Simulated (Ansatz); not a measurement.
Reaction (formal hydrolysis of a Ge–C bond): `[CH3][Ge][NH2]` + H₂O → `[NH2][Ge][OH]` + CH₄

Program: Ansatz. Geometries: PBE0-D4/def2-TZVP. ΔE: electronic, gas phase. CBS: MP2 limit from def2 TZ/QZ plus the TZ coupled-cluster correction, frozen cores. This one scheme is used for every species. Functionals use def2-TZVPP. For Ge outer-core shells are correlated without core-valence functions, which leaves a few kJ/mol of doubt a bond. Scalar relativity is left out up to krypton. One conformer a species, not always the lowest.

```tsv
level	ΔE (kcal/mol)	difference from CCSD(T)/CBS
revPBE-D4	-23.3	-0.7
BLYP-D4	-25.8	-3.2
BHLYP-D4	-25.1	-2.5
ωB97X-V	-25.0	-2.4
B2PLYP	-25.6	-3.0
PBE	-24.2	-1.6
revPBE	-24.3	-1.7
CAM-B3LYP	-26.3	-3.7
CCSD/def2-TZVPP	-23.1	-0.5
SCS-MP2/def2-QZVPP	-24.1	-1.5
CCSD(T)/CBS	-22.6	0
```

Largest T1 diagnostic among the species: 0.014.

The D4 term adds +0.8 kcal/mol with B3LYP and +0.4 kcal/mol with PBE0; it sums over pairs of atoms, weighted by their polarisabilities, and B3LYP, whose exchange is more repulsive, gets the larger term. At CCSD(T), def2-SVP lies −2.3 kcal/mol from the extrapolated value and def2-TZVPP −0.5 kcal/mol.

B3LYP here is the variant with VWN-RPA as its local correlation; programs differ in this.
